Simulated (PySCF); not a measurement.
C2H13NSi3, SMILES C[Si@H](C[SiH3])[SiH2]N.

Coordinates come from a B3LYP-D3(BJ)/def2-SVP optimisation. The structure was generated by enumeration; whether it is a known compound was not checked. The values are those of a single conformer.

The numbers are results of TDA-CAM-B3LYP/def2-SVPD run with PySCF, not measurements.

Vertical excitations. Gas-phase values at a fixed geometry.

Computed lowest excited states:
```tsv
state	energy (eV)	λ (nm)	f	main pairs
S1	5.92	210	0.010	HOMO→LUMO 89 %
S2	6.74	184	0.021	HOMO−1→LUMO 42 %, HOMO→LUMO+1 23 %, HOMO→LUMO+3 9 %, HOMO→LUMO+2 8 %
S3	6.88	180	0.050	HOMO→LUMO+1 49 %, HOMO−1→LUMO 33 %
S4	7.36	168	0.054	HOMO→LUMO+2 46 %, HOMO→LUMO+3 22 %, HOMO−1→LUMO 10 %
S5	7.59	163	0.038	HOMO→LUMO+5 24 %, HOMO→LUMO+2 18 %, HOMO→LUMO+3 12 %, HOMO→LUMO+6 11 %
S6	7.63	162	0.013	HOMO−1→LUMO+1 40 %, HOMO→LUMO+4 29 %, HOMO→LUMO+9 7 %
T1	5.49	226	0	HOMO→LUMO 87 %
T2	6.06	205	0	HOMO−1→LUMO 28 %, HOMO→LUMO+1 20 %, HOMO→LUMO+3 15 %, HOMO→LUMO+2 10 %
```
Triplets are in the Tamm–Dancoff approximation.
